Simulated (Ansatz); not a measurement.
A made-up structure of MgBH₃Te, closed shell:

```
6
angstrom
B -1.4331 0.5895 -1.2970
Mg 0.2330 0.1255 0.5702
Te 2.1706 -0.4114 2.7464
H -1.4530 -0.1026 -2.4508
H -2.3728 1.5495 -1.2185
H 2.8553 -1.7503 1.6498
```

It is relaxed with PBE-D4/def2-SVP and then PBE0-D4/def2-TZVP (Ansatz 0.2.0). Atoms count as bonded within 1.22 times the sum of their covalent radii (H–H: 0.88 Å). The end point is not checked to be a true minimum.

**Question.** Does its bonding change? (A judgement: the text doesn't fix the answer.)

**Answer.** Computed: No: no bond forms or breaks.

Where it ends: The first stage lowers the energy by 0.83 eV in 6 steps. It ends as MgBH₃Te ([BH2][Mg][TeH]):
B1  (-1.279, 0.525, -1.159)
Mg2  (0.209, 0.110, 0.508)
Te3  (1.937, -0.366, 2.453)
H4  (-1.299, -0.091, -2.190)
H5  (-2.118, 1.383, -1.088)
H6  (2.549, -1.561, 1.475)
(Å)

Labels in which every atom is bracketed show which atoms are joined, not bond orders.

For scale, one of the runs: PBE0-D4/def2-TZVP relaxation, 131 basis functions, launched by `ansatz run in.yaml --threads 2 --pin off --events-out ev --progress --plain --max-ram 4352MiB`. The run took about 24 s on 2 CPU threads of an Arm Neoverse V2 (shared host).
